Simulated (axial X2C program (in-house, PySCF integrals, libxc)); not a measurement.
**Potential curves of PBr⁺, two-component**

Computed with an axial X2C code built on PySCF integrals. Two-component (2c) means X2C with spin–orbit coupling and atomic mean-field two-electron Coulomb and Gaunt terms. Basis: Br dyall-cv3z [8s9p6d4f1g], P dyall-v3z [8s7p2d1f] (cores contracted in-house); Gaussian nuclei, density fitting, unrestricted open shells. Masses: Br 78.918 u, P 30.974 u.

State: Ω = 1/2 (⟨Sz⟩ = -0.50, ⟨Lz⟩ = 1.00 at PW91). Energies in eV from the fragments at the same level (Br + P+). Fits are polynomials in 1 − R0/R over 0.85 to 1.23 times the lowest point R0.

```json
{"R (Å)": "1.7983", "PW91": "-3.2614"}
{"R (Å)": "1.8810", "PW91": "-4.0610"}
{"R (Å)": "1.9430", "PW91": "-4.4139"}
{"R (Å)": "2.0050", "PW91": "-4.6097"}
{"R (Å)": "2.0670", "PW91": "-4.6858"}
{"R (Å)": "2.1393", "PW91": "-4.6615"}
{"R (Å)": "2.2117", "PW91": "-4.5495"}
{"R (Å)": "2.3047", "PW91": "-4.3197"}
{"R (Å)": "2.4184", "PW91": "-3.9648"}
{"R (Å)": "2.5838", "PW91": "-3.4035"}
```

The state is a single determinant with fixed occupations, the lowest that a limited PBE0 search found. De is counted from the lowest determinant-based energies of the atoms at the same level, without counterpoise correction. Density functionals use the spin component along the axis (collinear). The 2c atoms are single determinants rather than J levels; their spin–orbit lowering is only partly caught, and De is too large by that part. This holds for PW91. The functionals have no current-density term, which raises determinants with orbital currents, atoms included.

(1) What are Re, ωe and De at the PW91 level?

Answers

(1) At PW91, 2c: Re = 2.086 Å, ωe ≈ 512 cm⁻¹, De = 4.69 eV to Br + P+; Be follows as 0.174 cm⁻¹.
